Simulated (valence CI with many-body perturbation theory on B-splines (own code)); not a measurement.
## Rb XV: what each term of the Hamiltonian does

Computed by configuration interaction combined with many-body perturbation theory (CI+MBPT): five valence electrons over a frozen Dirac-Fock core [Ar], radial functions for each j: 7 s, 7 p, 8 d, 6 f, 4 g, 1 h, with the one-electron correlation potential Σ1 (screened to all orders), the two-electron term Σ2, the three-electron term Σ3, Breit, model QED; selected single and double excitations, second order for the rest (own B-spline code, finite nucleus).

No measured levels were compared; by estimate terms of the open shell hold to 2 to 4 % of their energy, and close levels can change places. Core correlation moves these levels by up to 9700 cm⁻¹, and in measured spectra 5 to 20 % of such shifts remained as error; rates that hang on mixing are uncertain with them. Only levels of the ground parity were solved; by the run's estimate the other parity begins above the list, which can be wrong where configurations are misplaced.

Each rung adds one term. CI alone is the Dirac-Coulomb CI over the frozen core; QED comes last and gives the full result, which names the levels. Energies are above 3d⁵ ⁶S_5/2 on the same rung, in cm⁻¹.

Names give the largest LS component (configuration and term), which can be under half, so a name can repeat, a term be missing and a line seem to break the LS rules; names also repeat where a configuration has a term twice. Letters in brackets count levels of one name in rising energy.

```
         Level  CI alone
    3d⁵ ⁴G_5/2     79118
   3d⁵ ⁴G_11/2     82121
    3d⁵ ⁴G_7/2     81432
    3d⁵ ⁴G_9/2     82629
    3d⁵ ⁴P_5/2     85730
    3d⁵ ⁴P_3/2     88201
    3d⁵ ⁴P_1/2     91493
    3d⁵ ⁴D_7/2     99586
    3d⁵ ⁴D_1/2    103834
    3d⁵ ⁴D_5/2    104872
    3d⁵ ⁴D_3/2    105716
   3d⁵ ²I_11/2    116411
   3d⁵ ²I_13/2    120083
3d⁵ ²D_5/2 [a]    123638
3d⁵ ²D_3/2 [a]    127650
3d⁵ ²F_7/2 [a]    131183
```

What do these energies become with core correlation, Breit and QED?

3d⁵ ⁴G_5/2 76171 (-2947); 3d⁵ ⁴G_11/2 78220 (-3901); 3d⁵ ⁴G_7/2 78486 (-2947); 3d⁵ ⁴G_9/2 79381 (-3247); 3d⁵ ⁴P_5/2 82103 (-3627); 3d⁵ ⁴P_3/2 84476 (-3725); 3d⁵ ⁴P_1/2 87867 (-3625); 3d⁵ ⁴D_7/2 95041 (-4545); 3d⁵ ⁴D_1/2 99724 (-4111); 3d⁵ ⁴D_5/2 100703 (-4169); 3d⁵ ⁴D_3/2 101697 (-4019); 3d⁵ ²I_11/2 112225 (-4187); 3d⁵ ²I_13/2 115321 (-4762); 3d⁵ ²D_5/2 [a] 119143 (-4495); 3d⁵ ²D_3/2 [a] 122636 (-5014); 3d⁵ ²F_7/2 [a] 125345 (-5838).

How does the ionisation energy move along the ladder, and which term matters most?

CI alone 492.38, + Σ1 494.55, + Σ2 501.92, + Σ3 501.92, + Breit 501.96, + QED 501.98 eV. The largest step is Σ2, 7.36 eV. NIST lists 502 ± 3 eV (theoretical).
